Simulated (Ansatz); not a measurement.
Input for Ansatz (a first-principles code): R-PBE0/def2-TZVPPD on H5NS (a complex), monomers drawn apart or pushed together. Files ending in .json are basis or fitting sets from the Basis Set Exchange.

Ansatz 0.2 input:
```yaml
crystal:
  periodic: [false, false, false]
  atoms:
    - {symbol: N, position_ang: [0.00620493, 0.16351925, 0.32505388]}
    - {symbol: H, position_ang: [-0.77720639, -0.46070694, 0.17008968]}
    - {symbol: H, position_ang: [-0.19302844, 1.03169110, -0.15879122]}
    - {symbol: H, position_ang: [0.82113218, -0.25261076, -0.11110566]}
    - {symbol: S, position_ang: [0.97416065, 1.11747628, 5.37476190]}
    - {symbol: H, position_ang: [0.00290154, 0.30763271, 5.82470459]}
    - {symbol: H, position_ang: [0.69604220, 0.84816670, 4.07339012]}
basis:
  gaussian:
    orbitals: def2-TZVPPD.json
hamiltonian:
  xc: {name: PBE0}
scf: {lower_state_search: off}
```

Output:

```
WARN ansatz: RAYON_NUM_THREADS=2 ignored (pool sized by the plan → 2); use --threads N
Functional definition: PBE0
these checks for a lower state are left out or cut short: stability, starts, cluster_reference, orbital_swaps, neighbouring_geometries, increment
integrals: 0.06 GiB planned
830 factors; their error is unknown
mean field: 0.54 GiB planned
mean field evaluation 1: about -12396.6687 eV, gradient 5.5e1 eV
mean field evaluation 2: about -12390.3900 eV, gradient 7.4e1 eV
mean field evaluation 4: about -12402.4262 eV, gradient 2.2e0 eV
mean field evaluation 8: about -12402.4353 eV, gradient 9.8e-2 eV
mean field evaluation 16: about -12402.4627 eV, gradient 6.6e-6 eV
mean field -12402.46272320 eV, -455.7820983866 hartree, gradient 1.2e-6 eV, S^2 0.000000; 0 other end points of the search recorded, 0 dependent functions left out
reference -12402.46276961 eV, -455.7821000919 hartree; 14, 14 occupied and 159, 159 virtual orbitals, 830 factors
Total energy: -12402.46276961 eV, -455.7821000919 hartree
Checks for a lower state left out: stability, starts, cluster_reference, orbital_swaps, neighbouring_geometries, increment
```

Self-consistency was reached.

Cost: very roughly 1.9 core-seconds.
